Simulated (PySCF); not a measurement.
## Basis and Hamiltonian dependence of the excitation energy of Ni

Ni [Ar] 3d8 4s2 (3F) → Ni [Ar] 3d9 4s1 (3D). All values are computed (PySCF 2.14, energy differences of UHF-based or UKS calculations, no spin-orbit coupling). Values in eV.

```
                                                              basis       Hamiltonian  functions    UHF     LDA    PBE0  MP2 (valence)  CCSD(T) (valence)
                                              Sapporo-DKH3-DZP-2012     spin-free X2C         40  1.723  -0.780   0.006         -0.298                n/a
                                                     aug-cc-pVDZ-DK     spin-free X2C         59  1.706  -0.722   0.034         -0.402              0.388
                                                        aug-cc-pVDZ  non-relativistic         59  1.343  -1.086  -0.326         -0.744              0.040
                                                       x2c-TZVPPall     spin-free X2C         64  1.749  -0.858  -0.044         -0.428              0.381
                                                        def2-TZVPPD  non-relativistic         67  1.387  -1.232  -0.406         -0.771              0.030
                                                        aug-cc-pVTZ  non-relativistic         93  1.390     n/a  -0.405         -0.838             -0.064
                                                        def2-QZVPPD  non-relativistic        100  1.394  -1.239  -0.409         -0.834             -0.077
aug-cc-pVTZ with one added diffuse shell each of s, p, d, f, g type  non-relativistic        118  1.389     n/a  -0.405         -0.835                n/a
                                                      aug-cc-pwCVTZ  non-relativistic        127  1.395  -1.241  -0.408         -0.863                n/a
```

**Question.** Estimate the row for x2c-QZVPPall (spin-free X2C, 108 functions).

**Answer.** From the rows with the same Hamiltonian and similar size; the calculation gives UHF 1.76; LDA -0.88; PBE0 -0.05; MP2 (valence) -0.51 (eV).

Frozen in the all-electron rows: valence: [Ar].

Non-relativistic rows lack the scalar-relativistic shift.
